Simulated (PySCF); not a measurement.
## A survey of ²⁹Si NMR shifts

[PySCF: coordinates at the GFN2-xTB level; GIAO PBE0/pcSseg-1 shieldings; no relativistic terms; single conformer; no solvent; rapidly exchanging positions averaged]

Shieldings were converted by a linear fit to measured shifts: ²⁹Si: δ = 279.94 − 0.822σ (rms 8.9 ppm, 72 shifts, 25.8 ppm with the 6 outliers that the fit left out vs TMS, solution or neat liquid). Occasional misses reach two or three times the rms, and more in compound classes unlike the fitted ones.

(1) Give the ²⁹Si shifts of `CO[SiH2]/C=C(\CCl)[SiH2]Cl`.

(2) Match the shifts -12.3, -47.1, -88.9 ppm to `[H]/N=C(\CN)CC#C[SiH3]`, `C[SiH](C)n1cccn1`, `C=N[C@@H]1C[C@@]12C[C@H]2S[SiH3]`.

Answers

(1) 
```json
{"compound": "[CH3:1][O:2][SiH2:3]/[CH:4]=[C:5](\\[CH2:6][Cl:7])[SiH2:8][Cl:9]", "environment": "Si8: silicon bonded to C, Cl, 2 H", "δ (ppm)": "-23.6"}
{"compound": "[CH3:1][O:2][SiH2:3]/[CH:4]=[C:5](\\[CH2:6][Cl:7])[SiH2:8][Cl:9]", "environment": "Si3: silicon bonded to C, O, 2 H", "δ (ppm)": "-33.3"}
```

(2) -12.3: C[SiH](C)n1cccn1 (silicon bonded to 2 C, N, H); -47.1: C=N[C@@H]1C[C@@]12C[C@H]2S[SiH3] (silicon bonded to S, 3 H); -88.9: [H]/N=C(\CN)CC#C[SiH3] (silicon bonded to C, 3 H).
